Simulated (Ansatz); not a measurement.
`[BH2][Ga]([BH2])[F]` + `N[SiH2][SiH3]` → `BN[SiH2][SiH3]` + `[BH2][GaH][F]`  (cleavage of the B–Ga bond)

Computed with Ansatz on PBE0-D4/def2-TZVP structures; ΔE is electronic, products minus reactants. CCSD(T)/CBS is the MP2 limit (def2-TZVPP, def2-QZVPP) plus CCSD(T) − MP2 in def2-TZVPP, frozen cores. This one scheme is used for every species. DFT in def2-TZVPP. For Ga outer-core shells are correlated without core-valence functions, which leaves a few kJ/mol of doubt a bond. Scalar relativity is left out up to krypton. One conformer a species, not always the lowest.

`[BH2][Ga]([BH2])[F]`:

```xyz
8

B    -1.777   -0.392    0.763
Ga    0.240   -0.293    0.235
B     1.461    0.778   -1.074
F     1.197   -1.464    1.177
H    -2.539   -1.124    0.201
H    -2.233    0.287    1.637
H     1.672    0.401   -2.190
H     1.979    1.808   -0.751
```

`N[SiH2][SiH3]`:

Z-matrix (Å, degrees):
```
Si
Si 1 2.341
N 1 1.724 2 108.6
H 1 1.497 2 108.1 3 -126.1
H 1 1.488 2 110.7 3 117.7
H 2 1.489 1 110.3 3 173.7
H 2 1.491 1 110.1 3 54.6
H 2 1.488 1 111.4 3 -65.4
H 3 1.008 1 119.6 2 167.4
H 3 1.007 1 119.6 2 -50.6
```

`BN[SiH2][SiH3]`:

Z-matrix (Å, degrees):
```
Si
N 1 1.751
Si 1 2.344 2 111.0
H 1 1.490 2 109.6 3 120.2
H 1 1.483 2 107.1 3 -121.4
B 2 1.399 1 126.8 3 114.5
H 2 1.011 1 116.5 3 -63.9
H 3 1.488 1 110.6 2 -63.2
H 3 1.488 1 110.5 2 176.0
H 3 1.490 1 109.9 2 56.4
H 6 1.198 2 119.0 1 1.3
H 6 1.198 2 119.6 1 -178.7
```

`[BH2][GaH][F]`:

Cartesian coordinates in Å:
```
B 0.128 0.701 -0.885
Ga -0.265 -0.545 0.733
F 1.182 -1.363 1.343
H 0.077 0.299 -2.010
H 0.416 1.851 -0.732
H -1.538 -0.942 1.552
```

```json
{"level": "LDA (SPW92)", "ΔE (kJ/mol)": "-169.3", "difference from CCSD(T)/CBS": "-15.1"}
{"level": "revPBE-D4", "ΔE (kJ/mol)": "-155.4", "difference from CCSD(T)/CBS": "-1.2"}
{"level": "CAM-B3LYP-D4", "ΔE (kJ/mol)": "-163.7", "difference from CCSD(T)/CBS": "-9.5"}
{"level": "ωB97X-V", "ΔE (kJ/mol)": "-156.4", "difference from CCSD(T)/CBS": "-2.2"}
{"level": "PBE", "ΔE (kJ/mol)": "-155.0", "difference from CCSD(T)/CBS": "-0.8"}
{"level": "CAM-B3LYP", "ΔE (kJ/mol)": "-162.5", "difference from CCSD(T)/CBS": "-8.3"}
{"level": "RPA@PBE/def2-TZVPP", "ΔE (kJ/mol)": "-155.6", "difference from CCSD(T)/CBS": "-1.4"}
{"level": "HF/def2-SVP", "ΔE (kJ/mol)": "-166.1", "difference from CCSD(T)/CBS": "-11.9"}
{"level": "HF/def2-TZVPP", "ΔE (kJ/mol)": "-157.3", "difference from CCSD(T)/CBS": "-3.1"}
{"level": "SCS-MP2/def2-TZVPP", "ΔE (kJ/mol)": "-160.9", "difference from CCSD(T)/CBS": "-6.7"}
{"level": "CCSD/def2-TZVPP", "ΔE (kJ/mol)": "-156.0", "difference from CCSD(T)/CBS": "-1.8"}
{"level": "HF/def2-QZVPP", "ΔE (kJ/mol)": "-158.2", "difference from CCSD(T)/CBS": "-4.0"}
{"level": "MP2/def2-QZVPP", "ΔE (kJ/mol)": "-160.9", "difference from CCSD(T)/CBS": "-6.7"}
{"level": "SCS-MP2/def2-QZVPP", "ΔE (kJ/mol)": "-159.5", "difference from CCSD(T)/CBS": "-5.3"}
{"level": "MP2/CBS(def2)", "ΔE (kJ/mol)": "-158.9", "difference from CCSD(T)/CBS": "-4.7"}
{"level": "CCSD/CBS(def2)", "ΔE (kJ/mol)": "-152.2", "difference from CCSD(T)/CBS": "2.0"}
{"level": "CCSD(T)/CBS", "ΔE (kJ/mol)": "-154.2", "difference from CCSD(T)/CBS": "0"}
```

Largest T1 diagnostic among the species: 0.014.

At CCSD(T), def2-SVP lies −23.3 kJ/mol from the extrapolated value and def2-TZVPP −3.8 kJ/mol. Leaving LDA and LC-ωPBE aside and taking each functional with its dispersion term where it has one, the values spread over 8.3 kJ/mol, from CAM-B3LYP-D4 to revPBE-D4. LDA lies −14.3 kJ/mol from PBE without D4.
